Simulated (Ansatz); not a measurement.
Correlation energies of `[CH3][GaH][C](=N)F` by basis set

```xyz
10

C     1.2905    0.2028   -1.2771
Ga   -0.5678    0.3225   -0.6857
C    -0.9635   -0.3643    1.1496
N    -0.2855    0.0019    2.1331
F    -2.0346   -1.1986    1.3061
H     1.4868   -0.8081   -1.6475
H     1.9583    0.3769   -0.4314
H     1.5194    0.9068   -2.0774
H    -1.7673    0.9299   -1.4891
H    -0.6363   -0.3698    3.0194
```

Charge 0, multiplicity 1. Correlated methods include outer-core shells of Ga, which these sets cover unevenly. Scalar relativity is left out up to krypton. The geometry is a stationary point of PBE0-D4/def2-TZVP. It is one conformer, not always the lowest. Frozen core, restricted reference, Ansatz 0.2.0.

| basis | HF (Eh) | MP2 corr. | CCSD corr. | (T) | CCSD(T) total |
| --- | --- | --- | --- | --- | --- |
| def2-SVP | -2155.32803 | ? | ? | -0.02696 | ? |
| def2-TZVPP | -2155.85684 | ? | -1.03199 | -0.04238 | ? |
| def2-QZVPP | -2155.90740 | ? | – | – | – |

(1) Fill in the withheld values. (An estimate is asked.)

## Answers

(1) The calculation gave: def2-SVP MP2 corr.: -0.83214; def2-SVP CCSD corr.: -0.85814; def2-SVP CCSD(T) total: -2156.21313; def2-TZVPP MP2 corr.: -1.01135; def2-TZVPP CCSD(T) total: -2156.93121; def2-QZVPP MP2 corr.: -1.31829.
